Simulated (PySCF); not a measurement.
H5PSn, SMILES [PH2][SnH3].

Geometry optimised at PBE-D3(BJ)/def2-TZVP. The def2 effective core potentials stand for the cores of Sn; spin–orbit coupling is left out.

All values below come from TDDFT-LC-ωPBE/def2-SVPD (PySCF 2.14.0).

Vertical excitations.  State labels are in the subgroup Cs.

Computed excitation energies, oscillator strengths and character:
| state | symmetry | energy (eV) | λ (nm) | f | main pairs |
|---|---|---|---|---|---|
| S1 | A' | 6.68 | 186 | 0.423 | HOMO→LUMO 56 %, HOMO→LUMO+1 24 % |
| S2 | A" | 6.68 | 186 | 0.006 | HOMO→LUMO+4 66 %, HOMO→LUMO+2 28 % |
| S3 | A' | 7.01 | 177 | 0.017 | HOMO→LUMO+1 62 %, HOMO→LUMO 22 %, HOMO→LUMO+6 10 % |
| S4 | A' | 7.65 | 162 | 0.216 | HOMO−1→LUMO 44 %, HOMO→LUMO+3 27 %, HOMO−1→LUMO+1 11 % |
| S5 | A" | 7.72 | 161 | 0.008 | HOMO→LUMO+2 58 %, HOMO→LUMO+4 27 % |
| S6 | A' | 7.86 | 158 | 0.174 | HOMO→LUMO+3 56 %, HOMO−1→LUMO 20 % |
| S7 | A" | 8.13 | 152 | 0.055 | HOMO−2→LUMO 50 %, HOMO−2→LUMO+1 28 %, HOMO−1→LUMO+4 11 % |
| S8 | A' | 8.18 | 151 | 0.030 | HOMO−1→LUMO+1 72 % |
| S9 | A" | 8.51 | 146 | 0.016 | HOMO−1→LUMO+2 30 %, HOMO−2→LUMO 24 %, HOMO−1→LUMO+4 12 %, HOMO−2→LUMO+1 11 % |
| S10 | A' | 8.53 | 145 | 0.121 | HOMO−3→LUMO 62 %, HOMO−3→LUMO+1 13 % |
| T1 | A' | 5.08 | 244 | 0 | HOMO→LUMO 60 %, HOMO→LUMO+1 18 %, HOMO→LUMO+6 12 % |
| T2 | A" | 5.74 | 216 | 0 | HOMO→LUMO+4 41 %, HOMO→LUMO+2 35 % |
| T3 | A' | 6.46 | 192 | 0 | HOMO→LUMO+1 39 %, HOMO−1→LUMO 22 %, HOMO→LUMO+6 11 % |
| T4 | A' | 6.71 | 185 | 0 | HOMO−1→LUMO 39 %, HOMO→LUMO+1 29 %, HOMO−1→LUMO+1 7 % |
Triplets are in the Tamm–Dancoff approximation, which puts them higher than full response would, so one can lie above its singlet here.
